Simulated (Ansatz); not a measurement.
Job for Ansatz (a first-principles code): U-PBE/def2-TZVPP on ClGeH (SMILES [Cl][GeH]), a point of a bond scan (R = 4.414 Å).

Ansatz 0.2 input:
```yaml
crystal:
  periodic: [false, false, false]
  atoms:
    - {symbol: Ge, position_ang: [0.52862057, -0.16248943, 0.50490017]}
    - {symbol: H, position_ang: [1.62035373, -0.38333295, -0.65157602]}
    - {symbol: Cl, position_ang: [-2.70935141, 0.81931235, -2.32904483]}
basis:
  gaussian:
    orbitals: def2-TZVPP
hamiltonian:
  xc: {name: PBE}
magnetization: {spin_polarized: true, initial_magnetization: 0}
```

It printed:

```
WARN ansatz: RAYON_NUM_THREADS=1 ignored (pool sized by the plan → 1); use --threads N
Functional definition: PBE
integrals: 0.03 GiB planned
711 factors; their error is unknown
mean field: 0.26 GiB planned
mean field evaluation 1: about -69035.7606 eV, gradient 2.6e1 eV
mean field evaluation 2: about -68804.0284 eV, gradient 9.7e1 eV
mean field evaluation 4: about -68947.3829 eV, gradient 6.0e1 eV
mean field evaluation 8: about -68950.8828 eV, gradient 5.6e1 eV
mean field evaluation 16: about -69040.6563 eV, gradient 1.8e-2 eV
mean field evaluation 32: about -69040.6237 eV, gradient 2.1e0 eV
mean field evaluation 64: about -69040.6062 eV, gradient 3.1e0 eV
mean field evaluation 96: about -69040.6853 eV, gradient 6.5e-1 eV
mean field evaluation 128: about -69040.7336 eV, gradient 2.9e-1 eV
mean field evaluation 160: about -69040.7403 eV, gradient 8.4e-2 eV
mean field evaluation 192: about -69040.2636 eV, gradient 5.2e0 eV
mean field evaluation 224: about -69040.3204 eV, gradient 3.2e0 eV
mean field evaluation 256: about -69040.6261 eV, gradient 9.0e-1 eV
mean field -69040.74189264 eV, -2537.2004670587 hartree, gradient 2.7e-6 eV, S^2 0.432775; 14 other end points of the search recorded, 0 dependent functions left out
reference -69040.74192605 eV, -2537.2004682868 hartree; 25, 25 occupied and 79, 79 virtual orbitals, 711 factors
Total energy: -69040.74192605 eV, -2537.2004682868 hartree
```

The calculation finished and met its thresholds. Its determinant has ⟨S²⟩ = 0.43, a mixture of spin states.

Cost: roughly 19 core-seconds.
